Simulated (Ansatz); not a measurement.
Computed with Ansatz on PBE0-D4/def2-TZVP structures; ΔE is electronic, products minus reactants. CCSD(T)/CBS adds triple-zeta CCSD(T) − MP2 to the extrapolated MP2 energy (def2 sets, frozen cores). This one scheme is used for every species. DFT in def2-TZVPP. Each species was taken in one conformer, which may not be the lowest.

Consider the cleavage of the Si–Si bond: `[SiH3]N[SiH2][SiH2]Cl` + H–F → `F[SiH2]N[SiH3]` + `[SiH3]Cl`.

CCSD(T)/CBS gives -1.63 eV.

Problem. Another level gave -1.63 eV. Which?
A. PBE-D4/def2-TZVPP
B. PBE-QIDH/def2-TZVPP
C. r2SCAN0/def2-TZVPP
D. CAM-B3LYP/def2-TZVPP

Solution. B. PBE-QIDH -1.63, CAM-B3LYP -1.86, r2SCAN0 -1.68, PBE-D4 -1.40 eV.

Largest T1 diagnostic among the species: 0.011.

From PBE to PBE0 (25 % exact exchange), in def2-TZVPP and without D4, ΔE moves by −0.04 eV. In def2-TZVPP, CCSD(T) changes the Hartree–Fock value by +0.38 eV (the triples alone add +0.05 eV) and MP2 by +0.34 eV.
